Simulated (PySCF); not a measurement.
Input file for PySCF: R-HF/STO-3G on H4SeSn (SMILES [SeH][SnH3]), a point of a torsion scan.

```python
from pyscf import gto, scf, dft, mp
from pyscf.data.elements import chemcore

mol = gto.M(
    atom='''
    Se    1.71755535   -0.91343292   -0.12875136
    Sn   -0.60906657   -0.00865938    0.01970391
    H     2.34581389    0.37042587    0.01629355
    H    -0.73631885    1.43686219   -0.81937394
    H    -1.07127272    0.26485932    1.60831300
    H    -1.63934394   -1.13526110   -0.65211458
    ''',
    basis='sto-3g',
    charge=0, spin=0, verbose=3, max_memory=1800)
mf = scf.RHF(mol)
mf.conv_tol = 1e-8
mf.max_cycle = 100
mf.kernel()
if not mf.converged:
    mf = mf.newton().run(mf.mo_coeff, mf.mo_occ)
```

### Question
What total energy does the run end on?

### Answer
-8339.2241 hartree.
